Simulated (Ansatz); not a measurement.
# Abstraction of Cl: C2HClF2 + In(CH3)Cl → C2HF2 + In(CH3)Cl2

Species: C2HClF2 `F/C=C(\F)Cl`, singlet; In(CH3)Cl, doublet; C2HF2 `F/[C]=C\F`, doublet; In(CH3)Cl2, singlet. A radical takes Cl: the energy is the difference in strength between the C–Cl bond broken and the In–Cl bond made.

Shapes, held fixed at every level: PBE0-D4/def2-TZVP. Programs: Ansatz 0.2.0. Electronic energies: no zero-point or thermal term.

```json
{"level": "HF/def2-SVP", "kind": "Hartree–Fock", "ΔE (kJ/mol)": "-43.4", "CPU time (sum over the molecules)": "–"}
{"level": "HF/def2-TZVPP", "kind": "Hartree–Fock", "ΔE (kJ/mol)": "-36.9", "CPU time (sum over the molecules)": "–"}
{"level": "SPW92/def2-TZVPP", "kind": "LDA", "ΔE (kJ/mol)": "+57.2", "CPU time (sum over the molecules)": "12 s"}
{"level": "r2SCAN-D4/def2-TZVPP", "kind": "meta-GGA", "ΔE (kJ/mol)": "+17.7", "CPU time (sum over the molecules)": "54 s"}
{"level": "BHLYP-D4/def2-TZVPP", "kind": "global hybrid", "ΔE (kJ/mol)": "+11.9", "CPU time (sum over the molecules)": "32 s"}
{"level": "r2SCAN0-D4/def2-TZVPP", "kind": "global hybrid", "ΔE (kJ/mol)": "+11.7", "CPU time (sum over the molecules)": "54 s"}
{"level": "wB97X-V/def2-TZVPP", "kind": "range-separated hybrid", "ΔE (kJ/mol)": "+13.9", "CPU time (sum over the molecules)": "77 s"}
{"level": "B2PLYP/def2-TZVPP", "kind": "double hybrid", "ΔE (kJ/mol)": "+22.5", "CPU time (sum over the molecules)": "45 s"}
```

B2PLYP/def2-TZVPP gives ΔE = +22.5 kJ/mol; the levels span -43.4 to +57.2. They disagree on the sign: 6 of 8 are positive. The median of the levels is +12.9. No measured value is set beside it here. Spin contamination: In(CH3)Cl (⟨S²⟩ up to 0.78), C2HF2 (⟨S²⟩ up to 0.94). Open shells run unrestricted. For atoms past krypton def2 sets carry core potentials with scalar relativity. Outer-core shells of In are correlated, in sets that cover them unevenly. Times are processor times on shared x86 and Arm servers, and rough.
